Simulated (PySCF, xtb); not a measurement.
C3F3, SMILES [C]#CC(F)(F)F, multiplicity 2.

Geometry optimised at PBE0-D3(BJ)/def2-SVP. The isomer is the one that the SMILES or the coordinates give; other isomers of the formula were not compared.

Level of theory: C-PCM-ωB97X/def2-SVP run with PySCF 2.14.0.

The values are the electrostatic part of the solvation free energy, E(continuum) − E(gas) at the gas-phase geometry, in a cavity of scaled van der Waals radii (PySCF's table); cavitation and dispersion terms are not included. The dipole moment in vacuum is 1.31 D.

**Question.** Estimate the values in water (ε = 78.36), dichloromethane (ε = 8.93), cyclohexanone (ε = 15.62). (An estimate is asked for; the answer gives what the named calculation found.)

**Answer.** 
```tsv
solvent	ε	ΔG(elec) (kcal/mol)	dipole (D)
water	78.36	-1.0	1.53
dichloromethane	8.93	-0.9	1.50
cyclohexanone	15.62	-1.0	1.51
```

For comparison, GFN2-xTB/ALPB(water) (xtb, at the GFN2-xTB geometry, all terms of that model) gives 0.6 kcal/mol.
